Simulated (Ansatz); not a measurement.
The cluster Pt₂Au₃⁺. Charge 1, multiplicity 1. Geometry PBE-D4/def2-SVP; atoms count from 1.

```xyz
5

Pt   -0.757   -0.922    1.213
Pt    0.460   -0.382   -0.917
Au   -0.102    1.736    0.649
Au    2.474    1.073   -0.065
Au   -2.075   -1.505   -0.880
```

In the def2 sets Au, Pt take a core potential; there is no spin–orbit coupling. The restricted singlet is unstable towards broken spin symmetry in Hartree–Fock (as tested in another run); at PBE0-D4/def2-TZVP this wasn't settled. Another isomer (singlet) lies 0.04 eV lower at PBE0-D4/def2-TZVP; other spin states weren't run for this one.

Estimate the Mulliken populations from the PBE0/def2-TZVP orbitals of Ansatz.


```
atom  charge (e)  d electrons
 Pt1       -0.10         9.00
 Pt2       -0.47         9.07
 Au3        0.54         9.85
 Au4        0.45         9.83
 Au5        0.58         9.74
```
Mulliken values depend strongly on the basis.

And the Mayer bond orders between heavy atoms (over 0.3)?

Pt1–Pt2 1.25 (2.51 Å); Pt1–Au5 0.80 (2.54 Å); Pt2–Au3 0.55 (2.69 Å); Pt2–Au4 0.76 (2.63 Å); Pt2–Au5 0.37 (2.77 Å); Au3–Au4 0.30 (2.75 Å).
